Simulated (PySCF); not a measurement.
F3HOTi, SMILES [F][Ti]([OH])([F])[F], multiplicity 1. Atoms are numbered in the order given.

```xyz
6

Ti     0.0000     0.0000    -0.0087
F     -1.4132     0.8159    -0.6027
F      0.0000    -1.6318    -0.6027
F      1.4132     0.8159    -0.6027
O      0.0000     0.0000     1.7227
H      0.0000     0.0000     2.6823
```

Geometry optimised at PBE0-D3(BJ)/def2-SVP. The geometry has at least one imaginary mode, so it is a saddle point at that level. The spin state was assumed, not searched. The values are those of a single conformer.

Two levels are set side by side: PBE/pcSseg-1 (PySCF) and PBE0/pcSseg-1 (PySCF). GIAO shifts against CFCl3 (¹⁹F), H2O (¹⁷O), TMS (¹H) at the same level; non-relativistic, no solvent, atoms listed together averaged. Differences are taken from unrounded values.

```
quantity                      PBE
--------------------------  -----
δ(¹⁹F) of F2, F3, F4 (ppm)  298.1
δ(¹⁷O) of O5 (ppm)          307.7
δ(¹H) of H6 (ppm)            4.18
```

Q: These are the PBE values. What does PBE0 give? (Estimate from the structure and the level; the computed values follow.)

A: 
| quantity | PBE0 | PBE minus PBE0 |
|---|---|---|
| δ(¹⁹F) of F2, F3, F4 (ppm) | 303.0 | -4.8 |
| δ(¹⁷O) of O5 (ppm) | 302.0 | 5.7 |
| δ(¹H) of H6 (ppm) | 3.75 | 0.43 |

Rough cost on one machine, each run with all the roots and properties that it gave: PBE0 against PBE within a factor of 2.
